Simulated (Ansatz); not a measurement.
Geometry optimisation, RKS PBE/STO-3G in Ansatz 0.2.0.

input.yaml

```yaml
crystal:
  periodic: [false, false, false]
  atoms:
    - { symbol: Si, position_ang: [0.0, 0.0, 0.0] }
    - { symbol: C, position_ang: [0.0, 0.0, 1.87] }
    - { symbol: H, position_ang: [-0.9996, -0.3092, 2.2405] }
    - { symbol: H, position_ang: [0.7676, -0.7111, 2.2405] }
    - { symbol: H, position_ang: [0.232, 1.0203, 2.2405] }
    - { symbol: Cl, position_ang: [2.0086, 0.0, -0.7093] }
    - { symbol: H, position_ang: [-0.6877, 1.1914, -0.4862] }
    - { symbol: Cl, position_ang: [-1.0032, -1.7381, -0.7093] }
basis:
  gaussian: { orbitals: STO-3G }
hamiltonian:
  xc: pbe
relax:
  f_tol: 0.02
  max_steps: 40
```

Run as:

```bash
$ ansatz run input.yaml --threads 1 --pin off --max-ram 2048MiB --backend cpu --events-out ev --progress --plain --runs-dir out
```

Task: Where does it end, and by what steps?

Result: The forces met the threshold. The force dipped under the threshold on the way, but the program's further checks kept it going. Limits of this set-up: minimal basis. After 10 steps the energy has fallen by 0.043 eV; H5 moved furthest, 0.24 Å.

| step | energy less start (eV) | largest force component (eV/Å) | accepted |
| --- | --- | --- | --- |
| 0 | 0.0000 | 0.447 | yes |
| 1 | -0.0312 | 0.191 | yes |
| 2 | -0.0376 | 0.045 | yes |
| 3 | -0.0406 | 0.022 | yes |
| 4 | -0.0334 | 0.445 | no |
| 5 | -0.0419 | 0.020 | yes |
| 6 | -0.0408 | 0.198 | no |
| 7 | -0.0409 | 0.133 | no |
| 8 | -0.0423 | 0.005 | yes |
| 9 | -0.0426 | 0.049 | yes |
| 10 | -0.0427 | 0.013 | yes |

```xyz
8
Properties=species:S:1:pos:R:3
Si -0.012 0.002 0.005
C 0.005 -0.010 1.881
H -1.026 -0.092 2.268
H 0.592 -0.858 2.270
H 0.449 0.926 2.261
Cl 1.963 0.154 -0.720
H -0.768 1.114 -0.569
Cl -0.884 -1.782 -0.708
```

Whether the end is a true minimum wasn't checked by a vibrational analysis.

The run took 22 s on 1 thread of Arm Neoverse V1 (shared host), peak memory 0.11 GiB.
